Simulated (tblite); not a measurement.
Species: C₄H₁₀N₂P (charge +1).
Numbering: `[CH3:1][N:2]1[CH:3]=[CH:4][N:5]([CH3:6])[PH2+:7]1` (hydrogens: H8, H9, H10 on C1; H11 on C3; H12 on C4; H13, H14, H15 on C6; H16, H17 on P7)
Bond orders are those of one Lewis drawing.

Computed with GFN2-xTB (tblite), gas phase: Langevin dynamics at 400 K from the optimised GFN2-xTB geometry, time step 0.5 fs, friction 0.01 fs⁻¹, 2000 steps.

Start geometry:
```
atom  x, y, z in Å
C1     -2.635   -0.191    0.018
N2     -1.204    0.066   -0.014
C3     -0.640    1.223   -0.609
C4      0.687    1.216   -0.570
N5      1.205    0.013   -0.023
C6      2.626   -0.217    0.177
P7     -0.019   -0.955    0.463
H8     -2.838   -1.026    0.688
H9     -3.158    0.691    0.391
H10    -3.017   -0.434   -0.976
H11    -1.294    1.979   -0.993
H12     1.370    1.965   -0.914
H13     3.169    0.019   -0.738
H14     2.792   -1.267    0.418
H15     3.016    0.398    0.990
H16    -0.114   -1.252    1.832
H17     0.046   -2.216   -0.152
```

The statistics below take the 31 frames saved every 25 fs from 250 to 1000 fs; their kinetic temperature (all 3N coordinates) averages 388 K.

Problem. Give the mean, spread and extremes of the bond lengths.

Solution. 
| bond | start (Å) | mean (Å) | standard deviation (Å) | shortest (Å) | longest (Å) |
| --- | --- | --- | --- | --- | --- |
| C1–N2 | 1.454 | 1.453 | 0.028 | 1.407 | 1.513 |
| N2–C3 | 1.418 | 1.419 | 0.029 | 1.357 | 1.491 |
| C3=C4 | 1.327 | 1.336 | 0.021 | 1.298 | 1.382 |
| C4–N5 | 1.418 | 1.416 | 0.038 | 1.349 | 1.504 |
| N5–C6 | 1.454 | 1.469 | 0.042 | 1.393 | 1.543 |
| N5–P7 | 1.635 | 1.643 | 0.033 | 1.544 | 1.697 |
| N2–P7 | 1.635 | 1.648 | 0.025 | 1.597 | 1.692 |
| C1–H8 | 1.090 | 1.101 | 0.053 | 1.022 | 1.190 |
| C1–H9 | 1.090 | 1.097 | 0.027 | 1.045 | 1.146 |
| C1–H10 | 1.092 | 1.101 | 0.036 | 1.027 | 1.207 |
| C3–H11 | 1.071 | 1.076 | 0.025 | 1.029 | 1.121 |
| C4–H12 | 1.071 | 1.073 | 0.025 | 1.028 | 1.116 |
| C6–H13 | 1.090 | 1.106 | 0.034 | 1.030 | 1.167 |
| C6–H14 | 1.090 | 1.094 | 0.025 | 1.045 | 1.143 |
| C6–H15 | 1.092 | 1.098 | 0.038 | 1.033 | 1.203 |
| P7–H16 | 1.404 | 1.409 | 0.045 | 1.283 | 1.504 |
| P7–H17 | 1.404 | 1.407 | 0.038 | 1.344 | 1.477 |

Problem. Give the same statistics for bond angles, one of each kind among heavy atoms.

Solution. 
| angle | start (°) | mean (°) | standard deviation (°) | smallest (°) | largest (°) |
| --- | --- | --- | --- | --- | --- |
| C1–N2–C3 | 123.0 | 122.8 | 4.5 | 112.1 | 131.3 |
| C1–N2–P7 | 126.6 | 125.4 | 3.8 | 117.2 | 133.3 |
| C3–N2–P7 | 110.1 | 109.4 | 2.6 | 103.1 | 114.6 |
| N2–C3–C4 | 112.4 | 112.5 | 3.1 | 107.1 | 117.8 |
| N2–P7–N5 | 94.9 | 94.8 | 3.0 | 88.6 | 100.6 |

Problem. How widely does the potential energy scatter, against a harmonic estimate?

Solution. Mean 0.75 eV above the start, standard deviation 0.140 eV, range 0.50 to 1.03 eV. For 45 classical harmonic modes at 400 K the canonical values are 45kT/2 = 0.78 eV and kT·√(45/2) = 0.164 eV.

The run is classical and short, so these are rough statistics of one trajectory.

What follows is the cost of the whole dynamics run. The run took 19 s on one thread, Arm Neoverse N1 (aarch64), shared host, and the process peaked at 0.18 GiB of memory.
